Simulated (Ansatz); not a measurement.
Reaction (ligand exchange at the Si–C bond): `C[Si](C)(C)Cl` + HCl → `C[Si](C)(Cl)Cl` + CH₄

Calculated with Ansatz (gas phase, PBE0-D4/def2-TZVP geometries, no zero-point term in ΔE). CCSD(T)/CBS is the MP2 limit (def2-TZVPP, def2-QZVPP) plus CCSD(T) − MP2 in def2-TZVPP, frozen cores. This one scheme is used for every species. DFT in def2-TZVPP.

`C[Si](C)(C)Cl`:

Cartesian coordinates in Å:
```
C -1.511 -0.226 0.922
Si 0.064 -0.394 -0.057
C -0.088 0.395 -1.738
C 1.527 0.276 0.881
Cl 0.396 -2.425 -0.354
H -2.354 -0.662 0.382
H -1.733 0.829 1.107
H -1.427 -0.731 1.886
H -0.921 -0.037 -2.297
H 0.824 0.251 -2.321
H -0.264 1.470 -1.640
H 1.403 1.348 1.065
H 2.451 0.131 0.318
H 1.634 -0.225 1.846
```

HCl:

Z-matrix (Å, degrees):
```
Cl
H 1 1.279
```

`C[Si](C)(Cl)Cl`:

Cartesian coordinates in Å:
```
C -0.615 -1.210 0.851
Si 0.529 -0.232 -0.225
C -0.036 1.496 -0.574
Cl 2.374 -0.149 0.683
Cl 0.757 -1.223 -2.014
H -1.598 -1.296 0.380
H -0.221 -2.215 1.014
H -0.733 -0.722 1.821
H -1.003 1.482 -1.083
H 0.684 2.012 -1.211
H -0.139 2.056 0.358
```

CH₄:

Z-matrix (Å, degrees):
```
C
H 1 1.090
H 1 1.090 2 109.5
H 1 1.090 2 109.5 3 -120.0
H 1 1.090 2 109.5 3 120.0
```

```tsv
level	ΔE (kJ/mol)	difference from CCSD(T)/CBS
r2SCAN-D4	-111.7	-4.5
PBE0-D4	-107.8	-0.6
r2SCANh-D4	-111.5	-4.3
PBE-QIDH	-109.5	-2.3
BLYP	-110.2	-3.0
BHLYP	-112.2	-5.0
RPA@PBE/def2-TZVPP	-100.0	7.2
CCSD(T)/def2-SVP	-105.3	1.9
HF/def2-TZVPP	-115.1	-7.9
HF/CBS(def2)	-114.8	-7.6
CCSD(T)/CBS	-107.2	0
```

Largest T1 diagnostic among the species: 0.009.

In def2-TZVPP, CCSD(T) changes the Hartree–Fock value by +11.1 kJ/mol (the triples alone add −0.1 kJ/mol) and MP2 by +5.4 kJ/mol. Leaving LDA and LC-ωPBE aside and taking each functional with its dispersion term where it has one, the values, not all of them listed here, spread over 8.1 kJ/mol, from B97M-V to revPBE-D4. LDA lies +4.6 kJ/mol from PBE without D4.
